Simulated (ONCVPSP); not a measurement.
What one change does to a pseudopotential (C, ONCV)

```
Element                 : carbon (C)
Generator               : ONCVPSP 4.0.1
Type                    : optimised norm-conserving Vanderbilt (ONCV)
Functional              : PBEsol
Relativity              : scalar-relativistic
Frozen core             : [He]
Valence charge          : 4
Reference configuration : 2s1 2p3
Partial waves           : 2s: rc 1.25 bohr, ncon 4, nbas 7, qcut 5.6 1/bohr, 1 projector; 2p: rc 1.80 bohr, ncon 4, nbas 7, qcut 8.8 1/bohr, 2 projectors, debl 1.5 Ha
Local potential         : polynomial inside 0.80 bohr (lpopt 5, dvloc0 0 Ha)
Core correction         : none
```

All-electron outer shells of the reference configuration (PBEsol, scalar-relativistic, ld1.x):

```
shell  level (eV)  outermost node (bohr)  outermost maximum (bohr)
   1s     -272.99                      –                      0.18
   2s      -14.11                   0.38                      1.22
   2p       -5.67                      –                      1.20
```

Change: all radii scaled by about 0.88 (s 1.10, p 1.58 bohr); local potential polynomial inside 0.70 bohr (lpopt 5, dvloc0 0 Ha).

Cutoffs: the cutoffs (Ha) at which the residual kinetic energy of the hardest occupied pseudo-wave falls to 1 and 0.1 mHa per electron; they do not see the model core or the augmentation charge, which bear on the density cutoff. Errors are all-electron minus pseudo energies relative to the spin-unpolarised reference configuration.

Question: Predict the effect on cutoff, ghosts and configuration errors.

Answer: The potential gets harder (20 Ha and 66 Ha → 29 Ha and 85 Ha); of the 4 tests that both files solve, the error grows in 0 and shrinks in 4 by more than 15 % and 0.3 meV (median size 27.3 → 18.3 meV); neither file shows a bound ghost. A smaller radius makes the pseudo-wave follow the all-electron one further in, where it bends more sharply, so more plane waves are needed. Less of the atom is replaced, so other configurations are described better.

```csv
quantity,base,changed
"cutoff, loose",20 Ha,29 Ha
"cutoff, tight",66 Ha,85 Ha
loose cutoff by channel,"s 17 Ha, p 20 Ha","s 29 Ha, p 23 Ha"
bound ghosts,none,none
GHOST(+) flags under 300 eV,none,none
"error for 2s2 2p2, meV [ΔE -8.43 eV]",+4.5,+3.3
"error for 2s2 2p1, meV [ΔE 2.36 eV]",+47,+31
"error for 2s2 2p0, meV [ΔE 26.38 eV]",+253,+186
"error for 2s1 2p2, meV [ΔE 11.08 eV]",+8.1,+5.3
```
